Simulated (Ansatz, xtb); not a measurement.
Relative energy of two isomers of FGe2H7Si

Structure I is `F[SiH2][GeH2][GeH3]`, a singlet and structure II is `[F][Ge@@H]([SiH3])[GeH3]`, a singlet. Both are isolated molecules in the gas phase, relaxed with PBE0-D3(BJ)/def2-SVP; the shapes shown needn't be the lowest conformers.

I (Å):

```xyz
11

F     1.5907   -1.7941    0.2766
Ge    0.0267    1.0051   -0.1762
Ge    1.7710    1.5762    1.4084
Si    0.3789   -1.2913   -0.7022
H    -0.8111   -2.1463   -0.4229
H     0.8233   -1.4932   -2.1118
H    -1.3646    1.2252    0.4477
H     0.1317    1.8800   -1.4400
H     1.6877    3.0625    1.8032
H     3.1458    1.3034    0.7754
H     1.6166    0.7126    2.6711
```

II (Å):

```xyz
11

F    -1.4507   -2.0102   -2.3057
Ge   -1.1521   -0.4685   -1.5116
Ge    1.2460   -0.3520   -1.1563
Si   -2.4517   -0.4790    0.4910
H    -1.6292    0.6045   -2.5152
H    -2.2457    0.8278    1.1885
H    -3.9012   -0.6549    0.1809
H    -1.9852   -1.5866    1.3768
H     1.6849   -1.4867   -0.2161
H     1.9942   -0.4750   -2.4937
H     1.5929    0.9998   -0.5040
```

Estimate E(II) − E(I) at the level CCSD(T)/def2-SVP + ΔMP2/def2-TZVPP.

Calculated at CCSD(T)/def2-SVP + ΔMP2/def2-TZVPP: E(II) − E(I) = +17.1 kcal/mol, so structure I lies lower.

The same difference at several levels:

```
                             level              geometry  E(II) − E(I) (kcal/mol)  departure from the last row (kcal/mol)  job, with rough time for the two
              PBE0-D3(BJ)/def2-SVP  PBE0-D3(BJ)/def2-SVP                     +14.6                                    −2.5             optimisation, 3.8 min
                       HF/def2-SVP  PBE0-D3(BJ)/def2-SVP                     +14.8                                    −2.3           part of the CCSD(T) run
                      MP2/def2-SVP  PBE0-D3(BJ)/def2-SVP                     +16.0                                    −1.1           part of the CCSD(T) run
                  CCSD(T)/def2-SVP  PBE0-D3(BJ)/def2-SVP                     +15.1                                    −2.0                      single point
CCSD(T)/def2-SVP + ΔMP2/def2-TZVPP  PBE0-D3(BJ)/def2-SVP                     +17.1                                                        single point, 72 s
```

As drawn, II has 1 F–Ge, 1 Si–H in place of 1 F–Si, 1 Ge–H.

The levels shown agree on the order. The largest departure from CCSD(T)/def2-SVP + ΔMP2/def2-TZVPP is that of PBE0-D3(BJ)/def2-SVP, 2.5 kcal/mol. A small imaginary or near-zero mode remains, so no thermal terms are given. Levels run at GFN2-xTB geometries aren't shown. The last row adds to CCSD(T) the change of the MP2 difference between the two basis sets, here +2.0 kcal/mol.

The correlated steps freeze 24 core orbitals; the filled d shell of Ge is correlated, in a basis made for valence electrons. Programs: Ansatz 0.2.0, xtb 6.7.1; the last row on 2 threads of Intel(R) Xeon(R) Platinum 8259CL CPU @ 2.50GHz (Skylake/Cascade Lake) on a shared host.
